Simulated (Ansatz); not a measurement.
Total energies of C2H5FSi (`FC1C[SiH2]1`).

Z-matrix (Å, degrees):
```
C
C 1 1.522
Si 1 1.863 2 65.8
F 1 1.372 2 116.1 3 116.1
H 1 1.088 2 115.4 3 -112.1
H 2 1.085 1 117.8 3 118.2
H 2 1.087 1 113.5 3 -106.4
H 3 1.478 1 119.3 2 -107.2
H 3 1.476 1 119.0 2 100.8
```

Charge 0, multiplicity 1. The geometry is a stationary point of PBE0-D4/def2-TZVP. Basis def2-TZVPP, the Gaussian-basis code of Ansatz.

RPA on PBE orbitals: Hartree–Fock energy of these orbitals -466.98564 Eh, correlation -1.16503 Eh (frozen core).

```json
{"functional": "LDA (SPW92)", "energy without D4 (Eh)": "-466.04056", "D4 term (kJ/mol)": "–"}
{"functional": "PBE", "energy without D4 (Eh)": "-468.22729", "D4 term (kJ/mol)": "-14.9"}
{"functional": "BLYP", "energy without D4 (Eh)": "-468.52599", "D4 term (kJ/mol)": "-33.6"}
{"functional": "PBE0", "energy without D4 (Eh)": "-468.26569", "D4 term (kJ/mol)": "-12.3"}
{"functional": "B3LYP", "energy without D4 (Eh)": "-468.60477", "D4 term (kJ/mol)": "-24.1"}
{"functional": "r2SCANh", "energy without D4 (Eh)": "-468.45239", "D4 term (kJ/mol)": "-3.7"}
{"functional": "HSE06 (plane-wave form)", "energy without D4 (Eh)": "-468.25021", "D4 term (kJ/mol)": "-11.4"}
{"functional": "BHLYP", "energy without D4 (Eh)": "-468.48943", "D4 term (kJ/mol)": "-17.6"}
{"functional": "CAM-B3LYP", "energy without D4 (Eh)": "-468.51629", "D4 term (kJ/mol)": "-12.4"}
{"functional": "PBE-QIDH", "energy without D4 (Eh)": "-468.15363", "D4 term (kJ/mol)": "–"}
```

Question: Give the same for revPBE, r2SCAN, B97M-V, r2SCAN0, LC-ωPBE, ωB97X-V, ωB97M-V, B2PLYP. (Estimate.)

Answer: The calculation gave: 
| functional | energy without D4 (Eh) | D4 term (kJ/mol) |
| --- | --- | --- |
| revPBE | -468.46347 | -49.3 |
| r2SCAN | -468.46301 | -3.5 |
| B97M-V | -468.47196 | – |
| r2SCAN0 | -468.43745 | -4.1 |
| LC-ωPBE | -468.38458 | – |
| ωB97X-V | -468.47787 | – |
| ωB97M-V | -468.48987 | – |
| B2PLYP | -468.32846 | – |

B3LYP takes the VWN-RPA correlation (the form of Gaussian; ORCA's B3LYP/G). HSE06 is the plane-wave form, built on full-range PBE exchange. The double hybrids freeze the cores in their second-order part.

LC-ωPBE has ω = 0.4 bohr⁻¹.
